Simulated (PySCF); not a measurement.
A structure optimised at PBE-D3(BJ)/def2-SVP, used in a PySCF frequency run:

```
C
H 1 1.1068
H 1 1.1071 2 107.99
H 1 1.1071 2 107.99 3 -118.49
S 1 1.8498 2 106.39 3 120.75
Mg 5 2.3128 1 102.93 2 180.00
I 6 2.5727 1 147.83 2 180.00
```
Charge 0, spin multiplicity 1.

Question: Write its SMILES, formula and point group.

Answer: C[S][Mg][I], CH3IMgS, Cs

Question: What are its rotational constants (standard atomic weights)?

Answer: 13.616, 0.54942, 0.52994 GHz
